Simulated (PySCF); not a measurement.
Constitutional and geometric isomers with formula H6OSi2. Isolated molecules, 0 K electronic values unless said otherwise. One relaxed conformer stands for each flexible species; it need not be the lowest. Strings in code marks are SMILES.

Quantity: electronic energy of isomers of H6OSi2 relative to `[SiH3]O[SiH3]`, in kcal/mol.

Case: `O[SiH2][SiH3]` (H–O–Si–Si torsion 59°). Geometry of `O[SiH2][SiH3]` (neutral, multiplicity 1, Å):

```xyz
9

O     -1.7608     0.7186     0.8232
Si    -0.9465    -0.3877    -0.1082
Si     1.3786    -0.0386    -0.0681
H     -1.6578     1.6504     0.6156
H     -1.2914    -1.7083     0.4620
H     -1.4106    -0.3462    -1.5214
H      2.0602    -1.0125    -0.9577
H      1.6935     1.3319    -0.5489
H      1.9216    -0.1840     1.3047
```

Question: Give the electronic energy of isomers of H6OSi2 relative to `[SiH3]O[SiH3]` at the level B3LYP/3-21G // B3LYP-D3(BJ)/def2-TZVP (PySCF).

Answer: 25.6 kcal/mol.
